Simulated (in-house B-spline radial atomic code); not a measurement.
The numbers below are computed, except where a source is named.
**Correlation energy from the adiabatic connection: −Z exp(−kr)/r, Z = 3.54, k = 1.03**

Two electrons in a singlet, external potential −Z exp(−kr)/r, Z = 3.54, k = 1.03 (atomic units). Full CI in B-splines (partial waves to l = 8, correlation up to 0.6 % small) with the density held fixed gives W(λ) = <V_ee>_λ − U, and E_c is the integral of W(λ) − W(0) from 0 to 1.

```json
{"λ": "0", "W(λ) − W(0) (hartree)": "0.00000"}
{"λ": "0.02", "W(λ) − W(0) (hartree)": "-0.00193"}
{"λ": "0.05", "W(λ) − W(0) (hartree)": "-0.00481"}
{"λ": "0.12", "W(λ) − W(0) (hartree)": "-0.01144"}
{"λ": "0.25", "W(λ) − W(0) (hartree)": "-0.02346"}
{"λ": "0.4", "W(λ) − W(0) (hartree)": "-0.03685"}
{"λ": "0.6", "W(λ) − W(0) (hartree)": "-0.05396"}
{"λ": "0.8", "W(λ) − W(0) (hartree)": "-0.07027"}
{"λ": "1", "W(λ) − W(0) (hartree)": "-0.08583"}
```

(1) Integrate the table by the trapezoid rule.

(2) Now use only three numbers: W(0) = -1.8244, the initial slope W'(0) = -0.09682 (extrapolated from the first points) and the strong-coupling limit of the point-charge-plus-continuum model, W∞ = -2.6072. What do second-order theory and the interpolation W(λ) = W∞ + (W(0) − W∞)/√(1 + 2χλ) of Seidl, Perdew and Levy give?

## Answers

(1) The strips give -0.00002, -0.00010, -0.00057, -0.00227, -0.00452, -0.00908, -0.01242, -0.01561, which sum to -0.04459 hartree. The direct value, W(1) − W(0) + T_c with T_c = 0.04119, is -0.04464; the curve is convex, so chords lie above it and the trapezoids fall short in size by 0.11 %.

(2) Second order keeps the slope alone: E_c = W'(0)/2 = -0.04841, +8 % in size against -0.04464. Matching the slope fixes χ = W'(0)/(W∞ − W(0)) = -0.09682/(-0.78280) = 0.12368. Integrating, with s = √(1 + 2χ) = 1.116856, E_c = −(W(0) − W∞)(s − 1)/(s + 1) = −0.78280 × 0.116856/2.116856 = -0.04321 hartree, -3.2 % in size against the full result. At λ = 1 the formula gives W − W(0) = -0.08190 against -0.08583. Part of the miss can come from the model's W∞.
